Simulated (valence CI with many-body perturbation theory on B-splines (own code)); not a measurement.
# Ge19+: magnetic and hyperfine properties of the levels

Calculated by configuration interaction combined with many-body perturbation theory (CI+MBPT): three valence electrons over a frozen Dirac-Fock core [Ne], a basis of 11 s, 11 p, 10 d, 8 f, 5 g, 2 h functions for each j, with the one-electron correlation potential Σ1 (screened to all orders), the two-electron term Σ2, the three-electron term Σ3, Breit, model QED; selected single and double excitations, second order for the rest, scaled by the run's own slope (own B-spline code, finite nucleus).

No measured spectrum was set against this ion. As an estimate, levels of excited configurations hold to 0.05 to 0.15 % of their energy, terms of the ground configuration to about 0.5 %.

A/g_I is the dipole constant over the nuclear g factor μ/I (μ in nuclear magnetons, uniformly magnetised nucleus), B/Q the quadrupole constant per barn. Both hold the static response of the core; the bare values leave it out. Large factors of s and p1/2 electrons are usually good to 5 to 10 %; those of open d and f shells near neutrality can be off by tens of per cent, and small factors of p3/2, d and f electrons come from cancelling terms and can be off by a factor of two or in sign, in half-filled shells by more. B is blank for J = 1/2, where it vanishes, and for nearly pure S terms. Energies count from the lowest level.

Names give the largest LS component (configuration and term), which can be under half, so a name can repeat, a term be missing and a line seem to break the LS rules; names also repeat where a configuration has a term twice. Letters in brackets count levels of one name in rising energy.

```csv
Level,E (cm⁻¹),g,A/g_I (MHz),A/g_I bare,B/Q (MHz/b),B/Q bare
3s2 3p 2P°_1/2,0,0.664,57400,54900,,
3s2 3p 2P°_3/2,54589,1.332,11100,11000,19600,19000
3s 3p2 4P_1/2,332610,2.633,118000,114000,,
3s 3p2 4P_3/2,358690,1.725,48500,47000,16000,15500
3s 3p2 4P_5/2,382640,1.561,51300,49600,-15300,-14800
3s 3p2 2D_3/2,453920,0.819,-7970,-7330,24000,23200
3s 3p2 2D_5/2,466430,1.237,46900,45000,31000,29900
3s 3p2 2P_1/2,530900,1.347,75200,71900,,
3s 3p2 2S_1/2,585720,1.354,131000,125000,,
3s 3p2 2P_3/2,597420,1.315,-12000,-10700,-19000,-18400
3s2 3d 2D_3/2,682350,0.802,1330,1700,5790,5840
3s2 3d 2D_5/2,689600,1.199,8000,8050,8020,8100
3p3 2D°_3/2,846830,1.077,5290,5440,12700,12300
3p3 2D°_5/2,867920,1.197,22200,21700,-6330,-6030
3p3 4S°_3/2,876640,1.697,-3860,-2220,-4350,-4190
3s 3p 3d 4F°_3/2,928260,0.424,-18200,-17300,9020,8910
3s 3p 3d 4F°_5/2,939800,1.038,17700,17300,6200,6220
3p3 2P°_1/2,953690,0.664,49900,47300,,
3s 3p 3d 4F°_7/2,957300,1.244,26600,25900,8860,8870
3p3 2P°_3/2,972800,1.339,7150,7620,-9230,-8910
3s 3p 3d 4F°_9/2,984650,1.332,26100,25400,24000,23500
3s 3p 3d 4P°_5/2,996120,1.484,30500,29700,7780,7770
3s 3p 3d 4D°_3/2,1000800,1.355,18600,18500,4800,4690
3s 3p 3d 4D°_1/2,1002600,0.249,-59600,-56600,,
3s 3p 3d 4D°_7/2,1033300,1.417,31300,30500,-10400,-9900
3s 3p 3d 4D°_5/2,1034500,1.386,30500,29700,-7050,-6900
3s 3p 3d 4P°_1/2,1036100,2.423,102000,97800,,
3s 3p 3d 4P°_3/2,1036200,1.499,34300,33400,-5760,-5750
3s 3p 3d 2D°_3/2 [a],1050600,0.873,-15200,-14200,-9160,-8730
3s 3p 3d 2D°_5/2 [a],1052200,1.205,31700,30700,-8040,-7570
3s 3p 3d 2F°_5/2 [a],1074800,0.941,20400,19600,14500,14300
3s 3p 3d 2F°_7/2 [a],1114800,1.142,2690,3050,23800,23400
3s 3p 3d 2P°_3/2 [a],1158200,1.221,15500,15300,3720,3750
3s 3p 3d 2F°_7/2 [b],1184700,1.146,26000,25200,23200,22800
3s 3p 3d 2P°_1/2 [a],1185500,0.662,-54300,-51400,,
3s 3p 3d 2F°_5/2 [b],1190600,0.871,-11600,-10600,19900,19600
3s 3p 3d 2P°_1/2 [b],1212700,0.660,15100,14700,,
3s 3p 3d 2D°_3/2 [b],1217800,1.028,33900,32400,-3260,-2960
3s 3p 3d 2D°_5/2 [b],1223300,1.182,-7190,-6250,-13600,-12900
3s 3p 3d 2P°_3/2 [b],1224300,1.206,1580,2190,-7200,-6920
```

Task: Take the isotope of mass number 73, with I = 9/2, μ = -0.87824 μN and Q = -0.196 b. What is the hyperfine structure of 3s 3p2 4P_1/2?

Result: From the table A = -23100 MHz. Shifts from the centre of gravity in MHz: F = 4: 63500, F = 5: -52000.
